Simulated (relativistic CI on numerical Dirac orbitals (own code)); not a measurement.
Method of calculation: Dirac-Coulomb-Breit CI, KLI orbitals optimised for each configuration, model QED (radiative potential, 1s self-energy scaled to tabulated hydrogen-like ionisation energies), valence Slater integrals scaled by 0.85, P86 correlation estimate, and configurations built on the next ion tied to the tabulated ionisation energy (semi-empirical) (own radial code, finite nucleus).

Configuration list (outside the closed core [Ar] 3d10): 4s2 4p4, 4s2 4p3 5s, 4s 4p5, 4s2 4p3 4d, 4s2 4p3 5p, 4s2 4p3 5d, 4s2 4p3 6s, 4s2 4p3 4f, 4s2 4p3 5f, 4s2 4p2 4d2, 4p6, 4s 4p4 4d, 4s2 4p3 6p, 4s2 4p3 6d, 4s2 4p3 5g, 4s2 4p3 6f. Levels of other configurations are missing.

Configurations that consist of the next ion and one excited electron were tied to the tabulated ionisation energy; Rydberg ones are usually within 1,000 to 3,000 cm⁻¹ and the lowest ones within about 6,000 (9,000 in d shells), while levels on excited terms of the next ion carry the error of that term, and the other configurations can be misplaced by 10,000 cm⁻¹ or more. Rates follow the energies as ν³ (E1, M1) or ν⁵ (E2), so rates, branching and lifetimes can be off by large factors. The fine structure of a lone outer electron comes out too small, for d and f at times inverted, and misplaced configurations move strength between like terms. 23 of the 28 excited levels that our extract of the measured tables holds in this range could be paired (the sources list more); they are missed by 1665 cm⁻¹ on average and 5006 at most, and levels without a partner can miss by more.

Outline of the computed level scheme of Br II. Lowest level of each configuration: 4s2 4p4 3P_2 at 0.0000 eV; 4s2 4p3 5s 5S°_2 at 11.8660 eV; 4s 4p5 3P°_2 at 12.5768 eV; 4s2 4p3 4d 5D°_0 at 12.9447 eV; 4s2 4p3 5p 5P_1 at 14.3138 eV.

Some strong electric-dipole decays among the lowest 45 levels: 4s2 4p3 4d 3D°_3 → 4s2 4p4 3P_2 (3.7e+09 s⁻¹); 4s2 4p3 4d 3D°_2 → 4s2 4p4 3P_1 (2.3e+09 s⁻¹); 4s2 4p3 5s 3S°_1 → 4s2 4p4 3P_2 (1.6e+09 s⁻¹); 4s2 4p3 5s 3P°_0 → 4s2 4p4 3P_1 (1.6e+09 s⁻¹); 4s2 4p3 5s 1D°_2 → 4s2 4p4 1D_2 (1.4e+09 s⁻¹); 4s2 4p3 4d 3D°_3 → 4s2 4p4 3P_2 (1.1e+09 s⁻¹); 4s2 4p3 5s 1P°_1 → 4s2 4p4 1D_2 (1.1e+09 s⁻¹); 4s2 4p3 5s 3P°_2 → 4s2 4p4 3P_2 (9.7e+08 s⁻¹).

Rates of lines that live on the mixing of spin multiplicities can be off by large factors.

LS names give the leading component of a level, which can be under half, so a name can repeat, a term be missing and a line seem to break the LS rules.
